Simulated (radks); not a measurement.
Spherical quantum dot in the effective-mass picture: electrons in a parabolic well V = omega^2 r^2 / 2 with omega = 4.04, all in effective atomic units (hartree* = m*/eps^2 hartree, bohr* = eps/m* bohr), one dielectric constant everywhere. Calculated with a radial shooting solver with Libxc functionals: non-relativistic Kohn-Sham, LDA (Slater exchange, Perdew-Wang correlation), spin-polarised, spherical densities. Levels are named by radial order and angular momentum (1s, 1p, 1d, 2s, ...), and open shells are averaged over m. Each electron was tried in the lowest free levels, single moves between levels near the top were tried too, and the lowest total energy was kept; such a search can miss a lower state. At N = 1 the Hartree and exchange-correlation terms need not cancel, so that row can carry a self-interaction error.

N	open shells	2S	E (hartree*)	mu = E(N) - E(N-1) (hartree*)	addition energy mu(N+1) - mu(N) (hartree*)	e(HOMO) (hartree*)	rms radius (bohr*)
1	1s(up 1, down 0)	1	6.14318	6.1432	1.500	6.7098	0.6120
2	none	0	13.7861	7.6429	4.801	8.2086	0.6314
3	1p(up 1, down 0)	1	26.2305	12.444	0.9882	12.932	0.7050
4	1p(up 2, down 0)	2	39.6630	13.433	1.009	13.936	0.7445
5	1p(up 3, down 0)	3	54.1045	14.441	1.299	14.947	0.7715
6	1p(up 3, down 1)	2	69.8445	15.740	0.9412	16.206	0.7936
7	1p(up 3, down 2)	1	86.5258	16.681	0.9572	17.159	0.8118
8	none	0	104.164	17.638	4.208	18.118	0.8277
9	1d(up 1, down 0)	1	126.011	21.846	0.8313	22.262	0.8563
10	1d(up 2, down 0)	2	148.688	22.678	0.8325	23.094	0.8801
11	1d(up 3, down 0)	3	172.199	23.510	0.8309	23.926	0.9005
12	1d(up 4, down 0)	4	196.540	24.341	0.8277	24.756	0.9185
13	1d(up 5, down 0)	5	221.709	25.169	1.058	25.581	0.9346
14	1d(up 5, down 1)	4	247.935	26.226	0.7921	26.622	0.9496
15	1d(up 5, down 2)	3	274.953	27.018	0.7931	27.415	0.9633
16	1d(up 5, down 3)	2	302.765	27.812	0.7919	28.208	0.9761
17	1d(up 5, down 4)	1	331.368	28.603	0.7893	28.999	0.9881
18	none	0	360.761	29.393	1.051	29.786	0.9993
19	2s(up 1, down 0)	1	391.205	30.444	0.8895	30.849	1.010
20	none	0	422.539	31.333	3.312	31.736	1.021
21	1f(up 1, down 0)	1	457.184	34.645	0.7089	35.000	1.035
22	1f(up 2, down 0)	2	492.538	35.354	0.7072	35.708	1.049
23	1f(up 3, down 0)	3	528.600	36.061	0.7050	36.414	1.062
24	1f(up 4, down 0)	4	565.366	36.766	-	37.118	1.074

All shells are closed at N = 2, 8, 18, 20 (there: 1s2 1p6 1d10 2s2); the second difference of the energy has clear peaks (12 % above both neighbours; the first and last values, which can be the largest, are not judged, and half-filled shells can peak too) at N = 2, 5, 8, 13, 18, 20.
